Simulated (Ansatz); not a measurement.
Stepwise reaction of `NB(N)N` with hydrogen sulfide, as a gas-phase model of exchange steps in deposition or etching. ΔE in kJ/mol.

Isolated molecules relaxed with PBE0-D4/def2-TZVP in Ansatz; ΔE leaves out vibrations. CCSD(T)/CBS is the MP2 limit (def2-TZVPP, def2-QZVPP) plus CCSD(T) − MP2 in def2-TZVPP, frozen cores. This one scheme is used for every species. DFT in def2-TZVPP. B3LYP here is the variant with VWN-RPA as its local correlation; programs differ in this. One conformer a species, not always the lowest.

```tsv
step	reaction	PBE-D4	B3LYP-D4	ωB97M-V	CCSD(T)/CBS
1	`NB(N)N` + H₂S → `NB(N)S` + NH₃	5.8	14.4	14.9	12.6
2	`NB(N)S` + H₂S → `NB(S)S` + NH₃	15.1	24.0	24.9	20.6
3	`NB(S)S` + H₂S → `SB(S)S` + NH₃	27.8	37.2	39.2	33.4
```

Task: By hand: ΔE of the 3 steps together at CCSD(T)/CBS.

Result: (12.6) + (20.6) + (33.4) = 66.6 kJ/mol, or 22.2 kJ/mol a step.

In ΔE each step is higher than the one before. All are uphill at CCSD(T)/CBS. PBE-D4 differs from CCSD(T)/CBS by -6.8 to -5.5 kJ/mol a step. Isolated molecules leave out the surface, adducts and barriers. Largest T1 diagnostic: 0.013.
